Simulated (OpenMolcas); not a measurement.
# N: terms and fine structure

```yaml
Program: OpenMolcas 26.06
Method: "SS-RASPT2, IPEA 0.25 Eh, imaginary shift 0.1 Eh (closed shells correlated: 1s)"
Basis: ANO-RCC-VQZP [5s4p3d2f1g]
Scalar_Hamiltonian: DKH2, point nucleus
Active_space: 5 electrons in 9 orbitals (RAS2 2s 2p; RAS3 3d, at most 2 electrons)
State_averaging: 2S+1 = 4 odd, 1 root; 2S+1 = 2 odd, 8 roots; 2S+1 = 4 even, 3 roots; 2S+1 = 2 even, 5 roots (0 in the spin-orbit step)
Spin-orbit_coupling: state interaction with AMFI integrals over the reference wave functions, term energies averaged over their components
```

With spin-orbit coupling, above the lowest level:

| Configuration | Term | J | E (cm⁻¹) | Measured (cm⁻¹) | g | Term weight % |
| --- | --- | --- | --- | --- | --- | --- |
| 2s² 2p³ | ⁴S° | 3/2 | 0.0 | 0.0 | 2.002 | 100 |
| 2s² 2p³ | ²D° | 3/2 | 19420 | 19233 | 0.800 | 100 |
| 2s² 2p³ | ²D° | 5/2 | 19420 | 19224 | 1.200 | 100 |
| 2s² 2p³ | ²P° | 3/2 | 29281 | 28839 | 1.334 | 100 |
| 2s² 2p³ | ²P° | 1/2 | 29284 | 28839 | 0.666 | 100 |
| 2s 2p⁴ | ⁴P | 5/2 | 88151 | 88107 | 1.601 | 100 |
| 2s 2p⁴ | ⁴P | 3/2 | 88210 | 88151 | 1.735 | 100 |
| 2s 2p⁴ | ⁴P | 1/2 | 88246 | 88171 | 2.671 | 100 |

Against the 7 measured excited levels shown (NIST Handbook of Basic Atomic Spectroscopic Data) the mean absolute deviation is 210 cm-1; the largest miss in energy is 2s² 2p³ ²P°_1/2: computed 29284, measured 28839 cm⁻¹ (+1.5 %).

Active for correlation alone: 3d; no level in the range computed is led by a configuration that fills it, so any true level of that kind is missing. Measured partners are found by configuration, term and J. A level has none where our copy of the source lacks it or the pairing is in doubt (some pairs that miss far off the trend of their configuration count as doubtful), and it then counts in no deviation. Levels of configurations outside the active space are missing. The first state left out of the spin-orbit step lies near 130000 cm-1 above the lowest spin-free state of the reference (among the parities and spins computed), and the list stops at four fifths of that energy or lower.

The term weight is that of the spin-free term in the level, not the purity of its configuration. ° marks odd parity.
